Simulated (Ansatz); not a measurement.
Harmonic frequencies (cm⁻¹) at PBE0-D4/def2-TZVP from Ansatz: 25, 33, 78, 225, 392, 412, 541, 564, 598, 612, 737, 1160, 1484, 1889, 1906.

Each molecule was computed in one conformer, which needn't be the lowest.

Task: Which molecule is it?
A. `C#CC(=O)[SiH3]`
B. `[OH][Ge]([F])([F])[SH]`
C. `FB(Cl)[O][InH2]`
D. `N=C(N)BF`

Result: C.
